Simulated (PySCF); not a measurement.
HBrOTe, singlet, geometry from GFN2-xTB (core potentials on Te); PySCF with DF-PBE0/def2-QZVPP.

Input for PySCF:
```python
from pyscf import gto, scf, dft

mol = gto.Mole()
mol.atom = '''
    Te    0.075540   -0.593580    0.672635
    Br    0.064317    1.366541   -0.827363
    O    -0.580384   -1.883532   -0.660460
    H    -1.536080   -1.894535   -0.735631
'''
mol.basis = 'def2-qzvpp'
mol.ecp = {'Te': 'def2-qzvpp'}
mol.charge = 0
mol.spin = 0
mol.verbose = 4
mol.max_memory = 1800
mol.build()

mf = dft.RKS(mol)
mf.xc = 'pbe0'
mf = mf.density_fit(auxbasis='def2-universal-jkfit')
mf.kernel()
```

What the program printed (banner, timings and long lists left out):

```
PySCF version 2.14.0

[INPUT] verbose = 4
[INPUT] num. atoms = 4
[INPUT] num. electrons = 68
[INPUT] charge = 0
[INPUT] spin (= nelec alpha-beta = 2S) = 0
[INPUT] symmetry False subgroup None
[INPUT] Mole.unit = angstrom
[INPUT] Symbol           X                Y                Z      unit          X                Y                Z       unit  Magmom
[INPUT]  1 Te     0.075540000000  -0.593580000000   0.672635000000 AA    0.142749911450  -1.121703633019   1.271095931797 Bohr   0.0
[INPUT]  2 Br     0.064317000000   1.366541000000  -0.827363000000 AA    0.121541515154   2.582388227989  -1.563489475599 Bohr   0.0
[INPUT]  3 O     -0.580384000000  -1.883532000000  -0.660460000000 AA   -1.096766807080  -3.559359626854  -1.248088516230 Bohr   0.0
[INPUT]  4 H     -1.536080000000  -1.894535000000  -0.735631000000 AA   -2.902770505422  -3.580152283403  -1.390141118740 Bohr   0.0

nuclear repulsion = 290.974974142759
number of shells = 76
number of NR pGTOs = 432
number of NR cGTOs = 258
basis = def2-qzvpp
ecp = {'Te': 'def2-qzvpp'}

******** <class 'pyscf.df.df_jk.DFRKS'> ********
method = DFRKS
initial guess = minao
damping factor = 0
level_shift factor = 0
DIIS = <class 'pyscf.scf.diis.CDIIS'>
diis_start_cycle = 1
diis_space = 8
diis_damp = 0
SCF conv_tol = 1e-09
SCF conv_tol_grad = None
SCF max_cycles = 50
direct_scf = False
XC library pyscf.dft.libxc version 7.1.2
    S. Lehtola, C. Steigemann, M. J. T. Oliveira, and M. A. L. Marques,  SoftwareX 7, 1–5 (2018)
XC functionals = pbe0
    C. Adamo and V. Barone,  J. Chem. Phys. 110, 6158 (1999)
    M. Ernzerhof and G. E. Scuseria,  J. Chem. Phys. 110, 5029 (1999)
radial grids:
    Treutler-Ahlrichs [JCP 102, 346 (1995); DOI:10.1063/1.469408] (M4) radial grids

becke partition: Becke, JCP 88, 2547 (1988); DOI:10.1063/1.454033
pruning grids: <function nwchem_prune>
grids dens level: 3
symmetrized grids: False
atomic radii adjust function: <function treutler_atomic_radii_adjust>
small_rho_cutoff = 0
Set gradient conv threshold to 3.16228e-05
Initial guess from minao.
tot grids = 66272
******** <class 'pyscf.df.df.DF'> ********
auxbasis = def2-universal-jkfit
init E= -2871.06959890751
  HOMO = -0.624077557374451  LUMO = -0.612961386742222  gap/eV = 0.30249
cycle= 1 E= -2913.7655997358  delta_E= -42.7  |g|= 4.45  |ddm|= 35.7
  HOMO = -0.117780572803892  LUMO = -0.10084208406949  gap/eV = 0.46092
cycle= 2 E= -2876.16429762878  delta_E= 37.6  |g|= 12.1  |ddm|= 12.8
  HOMO = -0.0685196890663291  LUMO = -0.0575689982231393  gap/eV = 0.29798
cycle= 3 E= -2916.00363301006  delta_E= -39.8  |g|=  2.5  |ddm|= 12.2
  HOMO = -0.0806223198159515  LUMO = -0.0347410172926589  gap/eV = 1.24849
cycle= 4 E= -2912.48934391171  delta_E= 3.51  |g|= 3.72  |ddm|= 5.81
  HOMO = -0.237063846200813  LUMO = -0.136043632419642  gap/eV = 2.74890
cycle= 5 E= -2917.71822180709  delta_E= -5.23  |g|= 0.339  |ddm|= 3.33
  HOMO = -0.222851323991292  LUMO = -0.0862426287512028  gap/eV = 3.71731
cycle= 6 E= -2917.73667606625  delta_E= -0.0185  |g|= 0.281  |ddm|= 0.58
  HOMO = -0.234189285773028  LUMO = -0.0900073011180956  gap/eV = 3.92339
cycle= 7 E= -2917.7530614444  delta_E= -0.0164  |g|= 0.0698  |ddm|= 0.224
  HOMO = -0.234678670084596  LUMO = -0.0888811029304609  gap/eV = 3.96735
cycle= 8 E= -2917.75350984637  delta_E= -0.000448  |g|= 0.0141  |ddm|= 0.0345
  HOMO = -0.235771262902633  LUMO = -0.0893004732362908  gap/eV = 3.98567
cycle= 9 E= -2917.75353409404  delta_E= -2.42e-05  |g|= 0.00581  |ddm|= 0.011
  HOMO = -0.235616149372692  LUMO = -0.0891233951420127  gap/eV = 3.98627
cycle= 10 E= -2917.75353882882  delta_E= -4.73e-06  |g|= 0.00151  |ddm|= 0.00384
  HOMO = -0.235544866789245  LUMO = -0.0890823854891359  gap/eV = 3.98545
cycle= 11 E= -2917.75353912093  delta_E= -2.92e-07  |g|= 0.000548  |ddm|= 0.00132
  HOMO = -0.235571052786871  LUMO = -0.0890987611893784  gap/eV = 3.98571
cycle= 12 E= -2917.75353920006  delta_E= -7.91e-08  |g|= 0.000153  |ddm|= 0.000589
  HOMO = -0.235568107388654  LUMO = -0.0890961518809481  gap/eV = 3.98570
cycle= 13 E= -2917.75353920459  delta_E= -4.53e-09  |g|= 4.68e-05  |ddm|= 0.000148
  HOMO = -0.235564394744794  LUMO = -0.0890921458361457  gap/eV = 3.98571
cycle= 14 E= -2917.75353920487  delta_E= -2.82e-10  |g|= 4.3e-05  |ddm|= 6.56e-05
  HOMO = -0.235565073052343  LUMO = -0.0890927367279053  gap/eV = 3.98572
cycle= 15 E= -2917.75353920525  delta_E= -3.77e-10  |g|= 9.58e-06  |ddm|= 3.34e-05
  HOMO = -0.235564819216549  LUMO = -0.0890928828235865  gap/eV = 3.98570
Extra cycle  E= -2917.75353920522  delta_E= 2.77e-11  |g|= 1.75e-05  |ddm|= 1.45e-05
converged SCF energy = -2917.75353920522
```
